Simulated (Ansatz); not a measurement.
Species: C6H8B2, SMILES `Bc1ccc(B)cc1` with one electron removed (charge 1, multiplicity 2).

### Question
Give a relaxed geometry from B3LYP-D3(BJ)/def2-SVP run with Ansatz (a first-principles code).

### Answer
Several could match; the one computed here: the end point of this relaxation, one of several conformers (outside a Z-matrix the atoms follow the SMILES, hydrogens last).
Z-matrix (Å, degrees):
```
C
H 1 1.0943
C 1 1.4051 2 119.63
C 3 1.4051 1 116.03 2 179.99
H 4 1.0943 3 119.63 1 -179.98
C 1 1.4503 2 118.39 3 -179.98
H 6 1.0943 1 118.39 2 0.01
C 6 1.4051 7 119.63 1 -179.98
C 8 1.4051 6 116.03 7 180.00
H 9 1.0943 8 119.63 6 -179.99
B 8 1.5742 9 121.98 10 0.07
H 11 1.1991 8 118.90 9 179.96
H 11 1.1991 12 122.20 8 179.99
B 3 1.5742 4 121.98 5 -0.02
H 14 1.1991 3 118.90 4 -179.99
H 14 1.1991 15 122.20 3 -179.99
```
